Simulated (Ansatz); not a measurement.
`N[SiH](F)P` + `F[SiH3]` → PH₃ + `N[SiH](F)[SiH2]F`  (redistribution)

Program: Ansatz. Geometries: PBE0-D4/def2-TZVP. ΔE: electronic, gas phase. CCSD(T)/CBS is the MP2 limit (def2-TZVPP, def2-QZVPP) plus CCSD(T) − MP2 in def2-TZVPP, frozen cores. This one scheme is used for every species. DFT in def2-TZVPP. Each species was taken in one conformer, which may not be the lowest.

`N[SiH](F)P`:

```xyz
9

N    -1.511   -0.229   -0.396
Si   -0.137    0.229    0.486
F    -0.159    1.745    1.017
P     1.615    0.125   -0.906
H    -1.676    0.093   -1.335
H    -2.359   -0.527    0.057
H    -0.094   -0.616    1.702
H     2.554    0.456    0.106
H     1.767   -1.276   -0.730
```

`F[SiH3]`:

```xyz
5

F     0.604    1.316    0.579
Si   -0.016   -0.034   -0.015
H    -1.380   -0.203    0.537
H     0.854   -1.163    0.391
H    -0.061    0.084   -1.491
```

PH₃:

```xyz
4

P    -0.056    0.423    0.393
H     1.135    0.209   -0.348
H    -0.882    0.320   -0.757
H    -0.197   -0.953    0.712
```

`N[SiH](F)[SiH2]F`:

Cartesian coordinates in Å:
```
N -1.698 -0.287 -0.125
Si -0.437 0.714 0.409
F -0.346 0.886 2.007
Si 1.547 -0.300 -0.338
F 1.267 -1.887 -0.402
H -2.658 0.016 -0.164
H -1.615 -1.290 -0.120
H -0.676 2.081 -0.114
H 2.712 -0.082 0.558
H 1.903 0.149 -1.711
```

Q: Is it downhill or uphill in electronic energy at CCSD(T)/CBS, and by how much? (Best estimate.)

A: Computed: Uphill: ΔE = +0.42 eV.

Q: What do these levels give: r2SCAN-D4, ωB97X-V, CCSD(T)/def2-TZVPP, HF/CBS(def2), MP2/CBS(def2), CCSD/CBS(def2)? (Best estimate.)

A: Ansatz gave: r2SCAN-D4 0.40, ωB97X-V 0.37, CCSD(T)/def2-TZVPP 0.41, HF/CBS(def2) 0.42, MP2/CBS(def2) 0.50, CCSD/CBS(def2) 0.42 eV.

Largest T1 diagnostic among the species: 0.013.

From PBE to PBE0 (25 % exact exchange), in def2-TZVPP and without D4, ΔE moves by +0.04 eV.
